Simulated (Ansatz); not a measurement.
```yaml
crystal:
  periodic: [false, false, false]
  atoms:
    - {symbol: Ge, position_ang: [-0.015073, 0.103631, -0.547485]}
    - {symbol: H, position_ang: [1.078149, 0.093096, 0.215592]}
    - {symbol: H, position_ang: [-0.889805, 0.153275, 0.277959]}
basis:
  gaussian: {orbitals: def2-SVPD, point_charges: [{charge: 2.00, position_ang: [5.399, -0.752, 0.380]}]}
hamiltonian: {xc: {name: B3LYP}, dispersion: d3bj}
scf: {lower_state_search: full}
output: {forces: true}
```

```sh
$ ansatz run in.yaml --threads 4 --pin off --events-out ev --progress --plain --max-ram 3916MiB
```

Output, abridged:

```
Functional definition: B3LYP
531 factors; integrals over basis functions are off by at most 8.6e-4 eV
mean field evaluation 1: about -56540.4125 eV, gradient 1.6e1 eV
mean field evaluation 2: about -56540.4169 eV, gradient 1.6e1 eV
mean field evaluation 4: about -56540.9554 eV, gradient 2.3e0 eV
mean field evaluation 8: about -56540.9611 eV, gradient 4.2e-2 eV
mean field evaluation 16: about -56540.9611 eV, gradient 3.8e-5 eV
mean field -56540.96114346 eV, -2077.8419971822 hartree, gradient 3.8e-5 eV, S^2 0.000000; 0 other end points of the search recorded, 0 dependent functions left out
reference -56540.96133336 eV, -2077.8420041610 hartree; 17, 17 occupied and 37, 37 virtual orbitals, 531 factors
Total energy: -56541.00700463 eV, -2077.8436825490 hartree
Atom 0 at    -0.015073     0.103631    -0.547485 Å, force     3.895341    -0.524330   -13.577180 eV/Å
Atom 1 at     1.078149     0.093096     0.215592 Å, force     5.468729    -0.087197     4.319046 eV/Å
Atom 2 at    -0.889805     0.153275     0.277959 Å, force    -9.209159     0.572091     9.289230 eV/Å
Dipole moment:    -0.360949     0.054621     0.156953 e Å
```

It took 0.25 s on 4 threads of Intel Xeon 6975P-C on a shared host.

B3LYP takes the VWN-RPA correlation.
